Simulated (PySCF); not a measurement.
## Ag(29+) (silver, charge +29) across methods

[Ar], closed-shell 1S. All numbers are calculated (PySCF 2.14, the spin-free X2C one-electron Hamiltonian (Gaussian nucleus), in an uncontracted even-tempered set (18 s from 4.1 bohr⁻², ratio 2.5; 12 p from 5.4 bohr⁻², ratio 2.5; 5 d from 26 bohr⁻², ratio 2.7; 4 f from 38 bohr⁻², ratio 2.7)).

```json
{"method": "LDA", "E (hartree)": "-4721.24", "mean ε 2p (eV)": "-4742.5", "mean ε 3s (eV)": "-1846.1", "mean ε 3p (eV)": "-1727.5", "Σ⟨r²⟩ (bohr²)": "1.136", "⟨S²⟩": "0.000"}
{"method": "B3LYP", "E (hartree)": "-4726.88", "mean ε 2p (eV)": "-4767.0", "mean ε 3s (eV)": "-1858.7", "mean ε 3p (eV)": "-1735.6", "Σ⟨r²⟩ (bohr²)": "1.135", "⟨S²⟩": "0.000"}
{"method": "PBE", "E (hartree)": "-4726.61", "mean ε 2p (eV)": "-4744.3", "mean ε 3s (eV)": "-1848.4", "mean ε 3p (eV)": "-1728.5", "Σ⟨r²⟩ (bohr²)": "1.135", "⟨S²⟩": "0.000"}
{"method": "PBE0", "E (hartree)": "-4726.63", "mean ε 2p (eV)": "-4771.8", "mean ε 3s (eV)": "-1861.7", "mean ε 3p (eV)": "-1737.3", "Σ⟨r²⟩ (bohr²)": "1.135", "⟨S²⟩": "0.000"}
{"method": "UHF", "E (hartree)": "-4725.85378", "mean ε 2p (eV)": "-4852.6", "mean ε 3s (eV)": "-1899.5", "mean ε 3p (eV)": "-1762.0", "Σ⟨r²⟩ (bohr²)": "1.136", "⟨S²⟩": "0.000"}
{"method": "r2SCAN", "E (hartree)": "-4726.91", "mean ε 2p (eV)": "-4758.1", "mean ε 3s (eV)": "-1855.3", "mean ε 3p (eV)": "-1731.6", "Σ⟨r²⟩ (bohr²)": "1.135", "⟨S²⟩": "0.000"}
```

Estimate the same row for r2SCANh.

E (hartree) = -4726.89; mean ε 2p (eV) = -4767.7; mean ε 3s (eV) = -1859.8; mean ε 3p (eV) = -1734.8; Σ⟨r²⟩ (bohr²) = 1.136; ⟨S²⟩ = 0.000.
